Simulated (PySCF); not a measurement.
**Molecular orbitals of SiBi⁺**

LDA at R = 2.618 Å; Si def2-SVP, Bi def2-SVP with ECP60; scalar-relativistic core potentials (PySCF 2.14). State: ³Σ⁻ (triplet), unpaired electrons π ↑↑. Only the outer orbitals are listed, counted within each symmetry, core potentials removing the inner ones.

```
spin  orbital  occ.  ε (eV)  on Si (%)            main shells (%)
   α       7σ     1  -21.63         11                    88 Bi s
   α       8σ     1  -16.88         81           81 Si s, 10 Bi s
   α       4π     1  -11.62         32           67 Bi p, 31 Si p
   α       4π     1  -11.62         32           67 Bi p, 31 Si p
   α       9σ     1  -11.58         51  47 Bi p, 40 Si p, 10 Si s
   α       5π     0   -9.37         67           67 Si p, 32 Bi p
   α       5π     0   -9.37         67           67 Si p, 32 Bi p
   α      10σ     0   -6.36         53           54 Si p, 46 Bi p
   β       7σ     1  -20.94         11            87 Bi s, 8 Si s
   β       8σ     1  -16.31         81   81 Si s, 10 Bi s, 8 Bi p
   β       9σ     1  -11.21         52   46 Bi p, 43 Si p, 9 Si s
   β       4π     0  -10.75         37           62 Bi p, 37 Si p
   β       4π     0  -10.75         37           62 Bi p, 37 Si p
   β       5π     0   -8.66         62           62 Si p, 38 Bi p
```

Which are the highest filled and the lowest empty level, where do they sit, and how wide is the gap?

Highest filled β 9σ at -11.21 eV (in %: 46 Bi p, 43 Si p, 9 Si s); lowest empty β 4π at -10.75 eV (in %: 62 Bi p, 37 Si p); the gap at LDA is 0.46 eV.

The bond order (Mayer) is 1.81. The ⟨S²⟩ is 2.001 and the charge on Si (Mulliken, basis-dependent) is 0.48. The charge on Si (Löwdin, basis-dependent) is 0.46. The dipole moment (positive dipole points towards Bi; it is taken about the centre of mass and depends on that origin) is -3.57 D, the polarisability along the bond is 112.2 bohr³ and the polarisability across the bond is 38.3 bohr³.

These are scalar-relativistic numbers at best; spin–orbit coupling would shift them, the dissociation energy most. The state is the lowest determinant that a PBE0 search found; another state may lie lower at other levels.
